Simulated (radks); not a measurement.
Polarisability of the barium ion Ba2+, [Xe], at imaginary frequency. Calculated with a radial shooting solver on a logarithmic mesh with Libxc functionals: non-relativistic Kohn-Sham, PBE, spin-unpolarised, spherical densities, point nucleus; relativity is left out, which matters for an element this heavy. Response by self-consistent Sternheimer equations with the Hartree and adiabatic LDA kernel.

w (hartree),alpha1(iw) (bohr^3),alpha2(iw) (bohr^5)
0.00266,11.01,51.60
0.0143,11.01,51.59
0.0360,10.99,51.53
0.0697,10.93,51.32
0.118,10.79,50.81
0.186,10.48,49.69
0.280,9.883,47.50
0.413,8.846,43.59
0.605,7.285,37.38
0.892,5.343,28.89
1.35,3.420,19.28
2.12,1.913,10.62
3.59,0.9272,4.612
6.94,0.3489,1.465
17.5,0.07789,0.2655

Static values: alpha1 = 11.01 bohr^3 (1.632 angstrom^3; uncoupled 18.98), alpha2 = 51.60 bohr^5, alpha3 = 437.9 bohr^7. C6 = 81.17, C8 = 2033, triple-dipole C9 = 645.5 atomic units. One-pole (London) frequency 4 C6 / (3 alpha1^2) = 0.893 hartree, against 1.131 for minus the highest occupied eigenvalue.
